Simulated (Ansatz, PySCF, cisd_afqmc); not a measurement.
Species: AsH₂, charge 0, doublet. AsH2 (SMILES [AsH2], doublet).
B3LYP-D3(BJ)/def2-TZVP minimum from Ansatz (a first-principles code):
```
As
H 1 1.5300
H 1 1.5300 2 90.76
```
Charge 0, spin multiplicity 2.

Atomisation energy term by term, kcal/mol (programs: Ansatz, cisd_afqmc). UHF or UKS for unpaired electrons; spin-orbit terms are left out. Correlated methods leave the cores frozen (noble-gas shells, and filled d and f shells in the p block). No relativity. AFQMC is phaseless with a CISD trial state; ± is one standard error, without the phaseless bias. Outlying blocks are dropped, and bars are widened where a walk drifts. Over all cases where full CI ran beside it in this data, AFQMC minus full CI had a median of +0.1 mEh and passed +0.4 mEh in a tenth of the cases. CBS(X,Y): correlation extrapolated as X^-3, Hartree-Fock from the larger set (Q,5: extrapolated as (X+1)exp(-9√X)). A bracket is a step between two methods taken in the basis named. For partners of very few electrons the exact lower level stands in for a higher one.

```csv
term,basis,kcal/mol
Hartree-Fock,"CBS(cc-pVQZ,cc-pV5Z)",93.48
CCSD correlation,"CBS(cc-pVQZ,cc-pV5Z)",44.44
(T),"CBS(cc-pVQZ,cc-pV5Z)",1.34
CCSDT(Q) - CCSD(T),cc-pVQZ,0.19
CCSDTQ - CCSDT(Q),cc-pVDZ,0.00
minus zero-point energy,Hessian by PySCF at B3LYP-D3(BJ)/def2-TZVP,-7.63
sum: D0,,131.8
```

The step beyond CCSD(T) by other levels: CCSDTQ in cc-pVDZ 0.24; AFQMC/CISD in cc-pVDZ 0.17 ± 0.08; CCSDT(Q) in cc-pVDZ 0.24; AFQMC/CISD in cc-pVTZ 0.08 ± 0.12; CCSDT(Q) in cc-pVTZ 0.17 kcal/mol.
